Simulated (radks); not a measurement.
Q: The mean radii <r> (bohr) of the occupied orbitals of an atom or ion are listed with their occupations. Calculated with a radial shooting solver on a logarithmic mesh with Libxc functionals: Dirac Kohn-Sham, exchange-only B88, spin-unpolarised, spherical densities, point nucleus.

orbital  occ.      <r>
1s1/2       2  0.02363
2s1/2       2   0.1005
2p1/2       2  0.08421
2p3/2       4  0.09062
3s1/2       2   0.2660
3p1/2       2   0.2556
3p3/2       4   0.2681
3d3/2       4   0.2394
3d5/2       6   0.2433
4s1/2       2   0.6073
4p1/2       2   0.6238
4p3/2       4   0.6521
4d3/2       4   0.7017
4d5/2       6   0.7118
5s1/2       2    1.475
5p1/2       2    1.668
5p3/2       4    1.761
6s1/2       1    4.086
4f5/2       4    1.113

Name the element and its charge. Open shells, if any, fill j = l - 1/2 first.

A: Z = 60, neodymium, charge +1: Nd+ in [Xe] 4f4 6s1. The 1s radius gives Z: for a bare nucleus <r> = (2 gamma + 1)/(2Z) with gamma = sqrt(1 - (Z/c)^2), 0.02332 bohr for Z = 60, and screening makes it slightly larger (0.02363 here). The occupations add up to 59, and the charge is Z minus that.
